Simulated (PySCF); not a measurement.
# Magnetisability: `ClC[SiH]1OCCO1`, C3H7ClO2Si

Geometry:
| atom | x (Å) | y (Å) | z (Å) |
| --- | --- | --- | --- |
| Cl1 | 3.501 | -1.259 | 0.210 |
| C2 | 2.293 | 0.029 | 0.396 |
| Si3 | 0.608 | -0.611 | -0.200 |
| O4 | -0.146 | 0.455 | -1.188 |
| C5 | -1.453 | 0.729 | -0.769 |
| C6 | -1.714 | -0.028 | 0.556 |
| O7 | -0.504 | -0.572 | 1.000 |
| H8 | 2.649 | 0.870 | -0.193 |
| H9 | 2.298 | 0.305 | 1.447 |
| H10 | 0.692 | -1.925 | -0.826 |
| H11 | -1.550 | 1.810 | -0.637 |
| H12 | -2.149 | 0.402 | -1.546 |
| H13 | -2.098 | 0.636 | 1.333 |
| H14 | -2.427 | -0.841 | 0.396 |

Method used: GIAO CAM-B3LYP/pcSseg-1 magnetisability, rotational g tensor and spin-rotation constants, non-relativistic, gas phase in PySCF 2.14.0. Geometry: GFN2-xTB.

(1) What are the magnetisability and the molar susceptibility?

(2) Split it along the inertial axes a, b, c into diamagnetic and paramagnetic parts about the centre of mass, with the quadrupole moment.

(3) And the rotational g tensor?

Results:

(1) Isotropic -1284 × 10⁻³⁰ J/T², or -77.3 × 10⁻⁶ cm³/mol; principal values -1405, -1261, -1186 × 10⁻³⁰ J/T², anisotropy 193 × 10⁻³⁰ J/T² (root of half the summed squared differences of the principal values). The susceptibility is in cgs units.

(2) 
```tsv
axis	χ (10⁻⁶ cm³/mol)	diamagnetic (10⁻⁶ cm³/mol)	paramagnetic (10⁻⁶ cm³/mol)	summed x² of all electrons (Å²)	quadrupole Θ (D Å)
a	-83.1	-333.8	250.6	296.9	+3.21
b	-71.5	-1377.9	1306.5	50.8	-6.35
c	-77.4	-1475.0	1397.7	27.9	+3.14
```
Anisotropies 2χaa − χbb − χcc = -17.4 and 2χbb − χaa − χcc = +17.6 × 10⁻⁶ cm³/mol. Θ is traceless in Buckingham's convention.

(3) 
```tsv
axis	rotational constant (GHz)	g	nuclear part	electronic part
a	5.4777	-0.0461	0.5989	-0.6450
b	0.8998	-0.0101	0.5421	-0.5523
c	0.8309	-0.0092	0.5364	-0.5456
```
Asymmetric top; isotopes 12C, 35Cl, 1H, 16O, 28Si; no vibrational averaging.
